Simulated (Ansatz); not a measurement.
Input for Ansatz (a program for electronic structure):
Ansatz 0.2 input:
```yaml
crystal:
  periodic: [false, false, false]
  atoms:
    - {symbol: B, position_ang: [-0.01065557, 0.71135712, -0.06266828]}
    - {symbol: Cl, position_ang: [1.48570467, -0.08446017, -0.01439496]}
    - {symbol: Cl, position_ang: [-1.48257068, -0.12476251, 0.03282680]}
basis:
  gaussian:
    orbitals: def2-TZVP
    fitting: {mean_field: cc-pVTZ-JKFIT, correlation: cc-pVTZ-RIFIT}
magnetization: {spin_polarized: true, initial_magnetization: 1}
correlation: {method: ccsd}
```

Problem. What does this run give for the SCF-reference <S^2>, total energy, number of basis functions, MP2 correlation energy, coupled-cluster correlation energy (without the perturbative part), T1 diagnostic?

Solution. 
SCF-reference <S^2>: 0.756
total energy: -944.2105 Eh
number of basis functions: 105
MP2 correlation energy: -0.4405 Eh
coupled-cluster correlation energy (without the perturbative part): -0.4774 Eh
T1 diagnostic: 0.015
